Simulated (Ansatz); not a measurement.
Breaking a bond: MgH, doublet.

Methods: ROCCSD(T) = CCSD(T) on ROHF/def2-SVP, frozen core (Ansatz, an electronic-structure program); UCCSD(T) = Ansatz with CCSD(T) on UHF/def2-SVP, frozen core; UKS-BLYP = unrestricted BLYP/def2-SVP in Ansatz; UKS-PBE = unrestricted PBE/def2-SVP run with Ansatz; UKS-CAM-B3LYP = unrestricted CAM-B3LYP/def2-SVP run with Ansatz; FCI = Ansatz with full CI/def2-SVP, frozen core.

Cost and accuracy over the 23 points of the scan, with FCI as yardstick. Costs are rough ratios of core time within Ansatz on shared cores, each with its mean field (Kohn-Sham runs search longer for lower solutions than correlated ones do); the miss is the largest error against full CI of the curve after the mean shift, in kJ/mol.

| level | relative cost | largest error |
|---|---|---|
| ROCCSD(T) | 1 | 0.8 |
| UCCSD(T) | 1 | 0.4 |
| UKS-BLYP | 2 | 13.6 |
| UKS-PBE | 2 | 11.7 |
| UKS-CAM-B3LYP | 2 | 14.7 |

Costs within a factor of two of each other count as equal.

The T1 diagnostic of CCSD on the restricted reference of ROCCSD(T) exceeds 0.045 at 2.02 to 3.11 Å. The unrestricted determinant behind UCCSD(T) is spin-contaminated at 2.37 to 3.11 Å (<S²> up to 0.9, against 0.75 for a pure doublet).
